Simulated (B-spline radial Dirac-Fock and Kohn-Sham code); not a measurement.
# Lu²⁺: input and output of one calculation

ΔSCF core binding energies without Breit or QED terms, calculated with an atomic code on a B-spline grid. Keys: rel is the Hamiltonian (dirac, or spin-free x2c and nr, where L3 and M5 stand for the whole 2p and 3d shells), method is hf or an exchange,correlation pair (spin-unpolarised, also for the hole states), nuc the nuclear model, radius_factor scales its radius, rmax is the box in bohr, h the logarithmic mesh step, order the B-spline order, points the quadrature points per cell, c_factor scales the speed of light, and damp, ndamp, maxit and tol steer the iteration. The run stops when the commutator error falls below 10·tol·max(1, Z/10), or the numerical noise floor, and the energy has settled to about 1e-8 Ha; the virial ratio is −V/T.

Input (task.json):

```json
{"items": [{"Z": 71, "q": 2, "cfg": [[1, 0, 2], [2, 0, 2], [2, 1, 6], [3, 0, 2], [3, 1, 6], [3, 2, 10], [4, 0, 2], [4, 1, 6], [4, 2, 10], [4, 3, 14], [5, 0, 2], [5, 1, 6], [6, 0, 1]], "A": 175, "rrms": 5.37, "do": "settings", "holes": ["K", "L3", "M5"],
  "settings": [{"rel": "dirac", "method": "pw91,pw91", "nuc": "fermi", "radius_factor": 1.0, "rmax": 45.0, "h": 0.3, "order": 8, "points": 10, "c_factor": 1.0, "maxit": 60, "damp": 0.5, "ndamp": 3, "tol": 1e-08}]}]}
```

Command: `python xray2_run.py task.json out`

Ground-state iterations:

```
iter   energy (Ha)        error
   1   -14579.12192187  2.66e+00
   2   -14576.28389902  4.14e-01
   3   -14577.74278235  4.15e-01
   4   -14578.81740705  2.64e-01
   5   -14575.29787421  6.23e-01
   6   -14579.96431297  5.18e-02
   7   -14580.01340174  1.19e-02
   8   -14580.01618683  5.86e-05
   9   -14580.01618688  1.02e-05
  10   -14580.01618688  4.08e-06
  11   -14580.01618688  7.88e-08
```

The ground state converged in 11 iterations, with total energy -14580.01619 Ha, virial ratio 1.89740 and highest orbital energy -17.60 eV. ΔSCF binding energies: K (1s) 63691.2 eV, L3 (2p3/2) 9261.3 eV, M5 (3d5/2) 1608.2 eV.
